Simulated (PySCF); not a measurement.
A thermochemical cycle for PI

PBE0 in PySCF with x2c-SVPall on every atom, spin-free X2C, for the lowest determinant that a PBE0 search found; no spin–orbit coupling. PI, a triplet (π ↑↑), has De = 2.48 eV to neutral atoms, and PI⁺, a doublet (π ↑), has De = 4.11 eV to P + I⁺.

At the same level the I atom ionises at 10.54 eV.

Q: What is the adiabatic ionisation energy of the molecule, and does ionisation strengthen or weaken the bond?

A: IE = IE(I) + De(neutral) − De(ion) = 10.54 + 2.48 − 4.11 = 8.91 eV. De changes by +1.63 eV, so ionisation strengthens the bond.

These are scalar-relativistic numbers at best; spin–orbit coupling would shift them, the dissociation energy most. For an ion De counts to the pair picked by the measured ionisation energies or electron affinities, which need not be the lowest pair at this level. States were picked by a PBE0 search and need not be the measured ground states.
